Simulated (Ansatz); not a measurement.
Coupled-cluster diagnostics for Be5S4⁺, Ansatz.

Geometry of the doublet (PBE-D4/def2-SVP):

Cartesian coordinates in Å:
```
Be 0.4080 1.8605 0.7345
Be -2.4641 -2.6221 0.4578
Be 0.4041 -0.7657 -0.0744
Be -1.7801 -0.4926 0.7949
Be 1.8979 1.1459 -1.0424
S 1.3925 2.9208 -0.4547
S -1.5611 -1.5524 -0.8979
S -0.2265 0.2583 1.7292
S 1.9293 -0.7527 -1.2470
```

Correlated methods freeze 20 core orbitals. Another isomer (doublet) lies 1.11 eV lower at PBE0-D4/def2-TZVP; other spin states weren't run for this one.

Task: Estimate the CCSD(T) correlation energy, the shares of MP2 and (T), T1 and the reference's ⟨S²⟩ for: charge 1, doublet, own geometry in def2-SVP; and the rough time on 4 threads of Intel Xeon on a shared host.

Result: 
```
                          state     basis  correlation (eV)  MP2 share (%)  (T) share (%)     T1  ⟨S²⟩ (pure)  wall time
charge 1, doublet, own geometry  def2-SVP           -18.980           88.8            3.9  0.015  0.75 (0.75)       86 s
```
Customary marks for T1 are 0.02 (closed shells), 0.045 (open shells) and about 0.05 (3d metals). T1 stays under 0.02 throughout.
